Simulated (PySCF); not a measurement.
# Rh²⁺ (rhodium, charge +2) across methods

[Kr] 4d7, high-spin 4F determinant. Calculation: PySCF 2.14, in aug-cc-pwCVDZ-PP with ECP28MDF; a scalar-relativistic core potential.

| method | E (hartree) | mean ε 4p β (eV) | mean ε 4d α (eV) | mean ε 4d β (eV) | Σ⟨r²⟩ (bohr²) | ⟨S²⟩ |
| --- | --- | --- | --- | --- | --- | --- |
| PW91 | -109.2264 | -70.127 | -26.660 | -24.858 | 27.81 | 3.751 |
| PBE0 | -109.1771 | -73.134 | -28.529 | -26.531 | 27.60 | 3.751 |
| r2SCAN | -109.2122 | -71.116 | -26.963 | -24.807 | 27.57 | 3.752 |
| wB97M-V | -109.1158 | -75.925 | -30.915 | -29.104 | 27.65 | 3.752 |
| PBE | -109.1764 | -70.032 | -26.583 | -24.758 | 27.80 | 3.751 |
| B3LYP | -109.2133 | -72.642 | -28.143 | -26.325 | 27.73 | 3.751 |
| LDA | -108.9193 | -70.168 | -26.757 | -24.796 | 27.98 | 3.751 |
| BLYP | -109.1377 | -69.977 | -26.424 | -24.752 | 27.90 | 3.751 |
| UHF | -108.56445 | -81.210 | -33.515 | -30.886 | 27.32 | 3.754 |

Energies and moments cover only the electrons outside the core potential.
